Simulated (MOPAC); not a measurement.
Input file for MOPAC: PM7 on H2Si2 (SMILES [Si]=[SiH2]), a point of a bond scan (R = 2.967 Å).

```
PM7 1SCF PRECISE CHARGE=0 THREADS=1
H2Si2

Si    -0.95263844 1     0.06887490 1     0.17721402 1
Si     1.20465812 1    -0.08709570 1    -0.22409583 1
H     -2.62784900 1     2.37292564 1    -0.65141348 1
H     -1.73803188 1    -0.96580912 1     0.89344517 1
```

Program output:

```
*******************************************************************************
 **                                                                           **
 **                              MOPAC v23.2.5                                **
 **                                                                           **
 *******************************************************************************
 ** MOPAC's Digital Object Identifier: https://doi.org/10.5281/zenodo.6511958 **
 **                                                                           **
 ** Please cite the open-source release paper for use of this MOPAC version:  **
 ** J. E. Moussa and J. J. P. Stewart (2026)                                  **
 ** MOPAC: An open-source semiempirical molecular orbital program             **
 ** J. Open Source Softw., 11(119), 8025, https://doi.org/10.21105/joss.08025 **
 *******************************************************************************

                              PM7 CALCULATION RESULTS

 *******************************************************************************
 *  PM7        - The PM7 Hamiltonian to be used
 *
 *
 *
 *                 CHARGE ON SYSTEM = 0
 *
 *
 *
 *  PRECISE    - TIGHTER CRITERIA TO BE USED
 *  1SCF       - DO 1 SCF AND THEN STOP
 *  THREADS=1  - MULTI-THREADING NOT USED
 *  T=         - A TIME OF 172800.0 SECONDS REQUESTED
 *  DUMP=N     - RESTART FILE WRITTEN EVERY 7200.0 SECONDS REQUESTED
 *******************************************************************************
PM7 1SCF PRECISE CHARGE=0 THREADS=1
 H2Si2

   ATOM   CHEMICAL          X               Y               Z
  NUMBER   SYMBOL      (ANGSTROMS)     (ANGSTROMS)     (ANGSTROMS)

     1      Si         -0.95263844  *   0.06887490  *   0.17721402  *
     2      Si          1.20465812  *  -0.08709570  *  -0.22409583  *
     3       H         -2.62784900  *   2.37292564  *  -0.65141348  *
     4       H         -1.73803188  *  -0.96580912  *   0.89344517  *



          CARTESIAN COORDINATES

    NO.       ATOM           X           Y           Z

     1        Si         -0.9526      0.0689      0.1772
     2        Si          1.2047     -0.0871     -0.2241
     3         H         -2.6278      2.3729     -0.6514
     4         H         -1.7380     -0.9658      0.8934

 General Reference for PM7:
 "Optimization of Parameters for Semiempirical Methods VI: More Modifications to the
 NDDO Approximations and Re-optimization of Parameters", J. J. P. Stewart, J. Mol. Mod., 1:32, 19 (2013)
 https://link.springer.com/article/10.1007/s00894-012-1667-x

           Empirical Formula: H2 Si2  =     4 atoms



      MOLECULAR POINT GROUP   :   Cs


      RHF CALCULATION, NO. OF DOUBLY OCCUPIED LEVELS = 5


 -------------------------------------------------------------------------------
 PM7 1SCF PRECISE CHARGE=0 THREADS=1
 H2Si2



     1SCF WAS SPECIFIED, SO BFGS WAS NOT USED
     SCF FIELD WAS ACHIEVED


                              PM7 CALCULATION
                                                       MOPAC v23.2.5 Linux




          FINAL HEAT OF FORMATION =        235.37874 KCAL/MOL =     984.82466 KJ/MOL


          COSMO AREA              =        120.82 SQUARE ANGSTROMS
          COSMO VOLUME            =        109.68 CUBIC ANGSTROMS

          IONIZATION POTENTIAL    =          7.046684 EV
          HOMO LUMO ENERGIES (EV) =         -7.047 -1.507
          NO. OF FILLED LEVELS    =          5
          MOLECULAR WEIGHT        =         58.1868         POINT GROUP:  Cs

          MOLECULAR DIMENSIONS (Angstroms)

            Atom       Atom       Distance
            H     3   Si     2     4.57410
            H     4    H     3     2.66714
            H     4   Si     1     0.00000


          SCF CALCULATIONS        =          1





   ATOM   CHEMICAL          X               Y               Z
  NUMBER   SYMBOL      (ANGSTROMS)     (ANGSTROMS)     (ANGSTROMS)

     1      Si         -0.95263844  *   0.06887490  *   0.17721402  *
     2      Si          1.20465812  *  -0.08709570  *  -0.22409583  *
     3       H         -2.62784900  *   2.37292564  *  -0.65141348  *
     4       H         -1.73803188  *  -0.96580912  *   0.89344517  *

                             CARTESIAN COORDINATES

   1   Si       -0.952638440     0.068874900     0.177214020
   2   Si        1.204658120    -0.087095700    -0.224095830
   3    H       -2.627849000     2.372925640    -0.651413480
   4    H       -1.738031880    -0.965809120     0.893445170


           Empirical Formula: H2 Si2  =     4 atoms



      MOLECULAR POINT GROUP   :   Cs


                  EIGENVALUES
 -17.24229 -12.19947 -10.08568  -8.22966  -7.04668  -1.50674  -1.06376  -0.30255
   2.45189   7.07739  18.51021  18.76515  18.99075  19.19065  19.57493  24.40386
  24.40816  25.43543  25.44319  25.46114


              NET ATOMIC CHARGES AND DIPOLE CONTRIBUTIONS

  ATOM NO.   TYPE          CHARGE      No. of ELECS.   s-Pop       p-Pop       d-Pop
    1         Si          -0.470662        4.4707     0.72800     3.68909     0.05357
    2         Si           0.456610        3.5434     1.67525     1.85049     0.01765
    3          H           0.031585        0.9684     0.96842
    4          H          -0.017533        1.0175     1.01753
 DIPOLE           X         Y         Z       TOTAL
 POINT-CHG.     4.543     0.095    -1.066     4.668
 HYBRID        -1.715     0.672     0.033     1.842
 SUM            2.828     0.767    -1.034     3.107


          ATOMIC ORBITAL ELECTRON POPULATIONS

     Atom    s        px        py        pz      x^2-y^2     xz        z^2       yz        xy
    1 Si   0.72800   0.89528   1.20168   1.59213   0.01667   0.00959   0.00619   0.01125   0.00986
    2 Si   1.67525   1.53409   0.10043   0.21597   0.00455   0.00659   0.00193   0.00026   0.00433
    3  H   0.96842
    4  H   1.01753

 **********************
 *                    *
 * JOB ENDED NORMALLY *
 *                    *
 **********************




 == MOPAC DONE ==
```

The run finished.

Cost: about 0.020 core-seconds (a rough figure).
